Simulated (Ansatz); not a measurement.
Ansatz (a quantum-chemistry and plane-wave program) input (CCSD(T)/def2-SVPD):

Ansatz 0.2 input:
```yaml
crystal:
  periodic: [false, false, false]
  atoms:
    - {symbol: In, position_ang: [0.00000000, 0.00000000, 0.00000000]}
    - {symbol: Br, position_ang: [-0.00000000, -0.00000000, -2.36845066]}
    - {symbol: Br, position_ang: [0.00000000, 0.00000000, 2.36845066]}
basis:
  gaussian:
    orbitals: def2-SVPD
total_charge: 1
magnetization: {spin_polarized: false}
correlation: {method: ccsd_t, electrons: outside_noble_gas}
output: {forces: true}
```

Output:

```
Functional definition: HF
integrals: 0.20 GiB planned
1206 factors; integrals over basis functions are off by at most 2.4e-4 eV
mean field: 0.80 GiB planned
mean field evaluation 1: about -145123.1843 eV, gradient 2.5e1 eV
mean field evaluation 2: about -145123.2132 eV, gradient 2.5e1 eV
mean field evaluation 4: about -145125.1025 eV, gradient 1.3e0 eV
mean field evaluation 8: about -145125.1134 eV, gradient 2.1e-5 eV
mean field evaluation 16: about -145125.1117 eV, gradient 5.7e-1 eV
mean field -145125.11335960 eV, -5333.2495466304 hartree, gradient 3.0e-6 eV, S^2 0.000000; 0 other end points of the search recorded, 0 dependent functions left out
37 core orbitals not correlated
reference -145125.11335960 eV, -5333.2495466304 hartree; 8, 8 occupied and 69, 69 virtual orbitals, 1206 factors
densities: 0.43 GiB planned
second order -7.61417504 eV of doubles, -0.00000000 eV of singles
coupled cluster: 0.31 GiB planned
cycle   1  -8.07331573 eV  change   -4.6e-1 eV  update   6.9e-2
cycle   2  -8.23304050 eV  change   -1.6e-1 eV  update   2.1e-2
cycle   3  -8.27290313 eV  change   -4.0e-2 eV  update   1.2e-2
cycle   4  -8.26968450 eV  change    3.2e-3 eV  update   2.9e-3
cycle   5  -8.26832063 eV  change    1.4e-3 eV  update   8.2e-4
cycle   6  -8.26823268 eV  change    8.8e-5 eV  update   2.3e-4
cycle   7  -8.26825103 eV  change   -1.8e-5 eV  update   5.7e-5
cycle   8  -8.26825945 eV  change   -8.4e-6 eV  update   1.9e-5
cycle   9  -8.26825661 eV  change    2.8e-6 eV  update   6.7e-6
cycle  10  -8.26825462 eV  change    2.0e-6 eV  update   2.3e-6
perturbative correction -0.27234680 eV, -0.0100085604 hartree
the calculation of the forces begins
Total energy: -145133.65396102 eV, -5333.5634079437 hartree
Atom 0 at     0.000000     0.000000     0.000000 Å, force    -0.000000     0.000000     0.000001 eV/Å
Atom 1 at    -0.000000    -0.000000    -2.368451 Å, force     0.000000    -0.000000    -0.704776 eV/Å
Atom 2 at     0.000000     0.000000     2.368451 Å, force    -0.000000     0.000000     0.704775 eV/Å
Dipole moment:    -0.000000    -0.000000     0.000000 e Å
```

It need not be the lowest isomer of its formula.
